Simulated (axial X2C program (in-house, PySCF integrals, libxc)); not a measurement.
Worked dissociation energy of GeS⁺: PBE0, spin-free

All values were computed with an in-house relativistic program for diatomic molecules. Spin-free means the one-electron spin-free X2C Hamiltonian. Basis: Ge dyall-cv3z [9s9p7d4f1g], S dyall-av3z [9s8p3d2f] (cores contracted in-house); Gaussian nuclei, density fitting, unrestricted open shells. Masses: Ge 73.921 u, S 31.972 u.

Molecular state: M_S = 1/2, Λ = 1 (beyond evenly filled blocks: π+α, π+β, π-α).

```
E(Ge+) (2M_S = 1, M_L = 0) : -2098.238117 hartree
E(S) (2M_S = 2, M_L = 0)   : -399.078167 hartree
E(GeS⁺) at Re              : -2497.446544 hartree
ωe                         : 456.5 cm⁻¹
ωexe                       : 1.29 cm⁻¹
```

Task: Work out De and D0.

Result: De = -2098.238117 + (-399.078167) − (-2497.446544) = 0.13026 hartree = 3.545 eV. The zero-point energy is ωe/2 − ωexe/4 = 228 cm⁻¹ = 0.028 eV, so D0 = 3.516 eV.

Occupations by symmetry block were frozen at the best pattern of an incomplete PBE0 search. De is counted from the lowest determinant-based energies of the atoms at the same level, without counterpoise correction. The functionals have no current-density term, which raises determinants with orbital currents, atoms included. Spin-free De lacks the spin–orbit lowering of the heavy p-block atom, a tenth of an eV or more for 4p and 5p, up to an eV for 6p and one to two eV for 7p atoms, less what an open-shell molecule gains itself.

Each atomic determinant is the lowest at this level and need not be a pure term. Totals compare only within one Hamiltonian and basis.
